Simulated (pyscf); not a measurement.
PySCF, gas phase, ωB97X-D3(BJ)/def2-SVP geometries.

Estimate by transition-state theory (the high-pressure limit) the rate constant of HO–Si:–OH (SMILES O[Si]O) [singlet] + HO–SiH₃ (SMILES O[SiH3]) → HO–Si(OH)(OH)–SiH₃ (SMILES O[Si](O)(O)[SiH3]) (singlet surface; O–Si broken, O–Si, Si–Si formed) at 1200 K, with ωB97M-D3(BJ)/def2-TZVP energies (ideal gas, 1 atm, RRHO with modes under 100 cm⁻¹ raised to 100, one conformer, R ln 2 for chiral ones without a mode under 150 cm⁻¹; no tunnelling).

The electronic barrier is 8.8 kcal/mol and the thermal terms add +46.9, so ΔG‡ = 55.8 kcal/mol. With k_BT/h = 2.50e+13 s⁻¹ and RT = 2.385 kcal/mol, and a volume of 1.64e-19 cm³ per molecule at 1 atm, k = 2.9e-16 cm³ molecule⁻¹ s⁻¹. The product is born with the 42 kcal/mol of the reverse barrier and needs collisions to keep. Wigner's tunnelling factor for 231i cm⁻¹ would be 1.00. A shift of 1 kcal/mol in the barrier changes k by a factor 1.5. On the reactant side the descent ends in a complex, 5.3 kcal/mol under the separated species and 8.6 kcal/mol under the saddle at ωB97X-D3(BJ)/def2-TZVP. At ωB97X-D3(BJ)/def2-TZVP the barrier from the zero used here is 3.2 kcal/mol. HO–Si(OH)(OH)–SiH₃ lies 27.7 kcal/mol over its isomer HO–SiH(OH)–O–SiH₃ (electronic energy, ωB97M-D3(BJ)/def2-TZVP). This is the saddle that the search found; another between the same sides may lie lower.
